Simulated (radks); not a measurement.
The lutetium ion Lu2+ inside a hard spherical wall (all orbitals vanish at R), configuration held at [Xe] 4f14 6s1 and not refilled when levels cross. All-electron calculation, scalar-relativistic Kohn-Sham, r2SCAN, spin-unpolarised, spherical densities, finite nucleus; meta-GGA in the generalised Kohn-Sham scheme; Fermi nuclear charge, rms radius 5.37 fm. Program: a radial shooting solver on a logarithmic mesh with Libxc functionals. Eigenvalues in eV, with the zero of energy where the potential of the charges vanishes at infinity; a dash marks a level that is unbound or too diffuse for the functional's potential to be trusted. A positive occupied level is held by the wall or, in an anion where self-interaction has pushed it up, behind a barrier. The pressure on the wall is -dE/dV.

R (bohr),E (hartree),kinetic (hartree),e(5s),e(5p),e(4f),e(6s),"e(5d, empty)","e(6p, empty)",pressure (GPa)
free,-14562.2805,15908.466,-80.127,-49.861,-27.029,-17.354,-16.479,-11.879,0
20,-14562.2805,15908.466,-80.127,-49.861,-27.029,-17.354,-16.479,-11.879,< 0.0001
15,-14562.2805,15908.466,-80.127,-49.861,-27.029,-17.354,-16.479,-11.879,< 0.0001
8,-14562.2801,15908.472,-80.103,-49.838,-27.006,-17.330,-16.459,-11.786,0.0294
7,-14562.2780,15908.493,-80.033,-49.770,-26.936,-17.242,-16.398,-11.526,0.194
3.5,-14561.8068,15910.789,-76.509,-46.398,-23.116,-4.187,-11.146,9.571,147
3,-14561.1538,15913.819,-73.504,-43.254,-19.493,9.900,-5.737,28.570,548
2.5,-14559.2097,15922.474,-66.405,-35.113,-10.893,42.908,7.155,69.337,2500
2,-14552.3788,15949.901,-46.534,-10.973,10.615,128.29,41.706,167.22,14700
1.5,-14522.6968,16054.349,26.675,77.025,69.889,386.88,153.89,447.22,126000
